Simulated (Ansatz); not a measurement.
All numbers were calculated with Ansatz.

CH$_{8}$OSSi$_{2}$ (`CS[SiH2]O[SiH3]`). The species carries charge 0 and has multiplicity 1. The structure was optimised at the PBE0-D4/def2-TZVP level. It is one conformer, not always the lowest.

```xyz
13

C    -0.479   -0.100    2.136
S     0.319   -1.444    1.208
Si    1.495   -0.305   -0.135
O     0.591    0.530   -1.213
Si   -0.835    0.384   -2.013
H    -1.034   -0.565    2.950
H     0.265    0.576    2.557
H    -1.173    0.454    1.506
H     2.356   -1.291   -0.830
H     2.292    0.700    0.608
H    -1.969    0.462   -1.055
H    -0.902   -0.908   -2.742
H    -0.925    1.507   -2.976
```

Question: What is the dipole moment at B3LYP/def2-TZVPP? (Best estimate.)

Answer: The calculation gave: 1.22 D, with components (-0.59, 0.87, 0.61) D in this frame, pointing from negative to positive charge.

Question: And with PBE, r2SCAN, ωB97M-V? (Best estimate.)

Answer: The calculation gave: PBE 1.25 D, r2SCAN 1.31 D, ωB97M-V 1.21 D.

Question: Give the Mulliken charges with B3LYP, PBE, ωB97M-V in def2-TZVPP. (An estimate is asked.)

Answer: The calculation gave: 
| atom | B3LYP | PBE | ωB97M-V |
| --- | --- | --- | --- |
| C1 | -0.28 | -0.26 | -0.35 |
| S2 | -0.22 | -0.20 | -0.17 |
| Si3 | 0.47 | 0.38 | 0.36 |
| O4 | -0.40 | -0.32 | -0.41 |
| Si5 | 0.41 | 0.34 | 0.30 |
| H6 | 0.12 | 0.12 | 0.14 |
| H7 | 0.13 | 0.13 | 0.15 |
| H8 | 0.13 | 0.12 | 0.14 |
| H9 | -0.07 | -0.07 | -0.03 |
| H10 | -0.07 | -0.06 | -0.03 |
| H11 | -0.08 | -0.07 | -0.04 |
| H12 | -0.07 | -0.06 | -0.03 |
| H13 | -0.07 | -0.06 | -0.03 |

B3LYP here is the variant with VWN-RPA as its local correlation; programs differ in this.
